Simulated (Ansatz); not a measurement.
F$_{6}$Re (SMILES [F][Re]([F])([F])([F])([F])[F]), doublet, geometry from GFN2-xTB (such geometries of metal compounds can be far from the true shape) (the multiplicity is a formal guess) (core potentials on Re). Base run: CAM-B3LYP/def2-SVP run with Ansatz (a quantum-chemistry and plane-wave program).

Ansatz was given this input:
Ansatz 0.2 input:
```yaml
crystal:
  periodic: [false, false, false]
  atoms:
    - {symbol: Re, position_ang: [0.00000000, -0.00000000, 0.00000000]}
    - {symbol: F, position_ang: [1.10905314, -0.46150799, -1.35505160]}
    - {symbol: F, position_ang: [-1.10905314, 0.46150799, 1.35505160]}
    - {symbol: F, position_ang: [-1.11122240, 0.75995228, -1.16831620]}
    - {symbol: F, position_ang: [-0.88020309, -1.57166272, -0.18512734]}
    - {symbol: F, position_ang: [0.88020309, 1.57166272, 0.18512734]}
    - {symbol: F, position_ang: [1.11122240, -0.75995228, 1.16831620]}
basis:
  gaussian:
    orbitals: def2-SVP
hamiltonian:
  xc: cam_b3lyp
magnetization: {spin_polarized: true, initial_magnetization: 1}
```

Each row names what was changed in the base input (with any setting that the change needs).

```json
[
 {"change": "base", "basis functions": "116", "E (Eh)": "-676.82321", "core-seconds (rough)": "20"},
 {"change": "basis = def2-SV(P)", "basis functions": "109", "E (Eh)": "-676.74122", "core-seconds (rough)": "20"},
 {"change": "basis = def2-SVPD", "basis functions": "173", "E (Eh)": "-676.86913", "core-seconds (rough)": "50"},
 {"change": "basis = def2-TZVP", "basis functions": "[?]", "E (Eh)": "[?]", "core-seconds (rough)": "100"},
 {"change": "basis = def2-TZVPP", "basis functions": "242", "E (Eh)": "-677.60794", "core-seconds (rough)": "100"}
]
```

Complete the blanks.


- basis = def2-TZVP, basis functions: 226
- basis = def2-TZVP, E (Eh): -677.59458

Totals compare only among sets that treat the same electrons; sets with core potentials leave the core out.
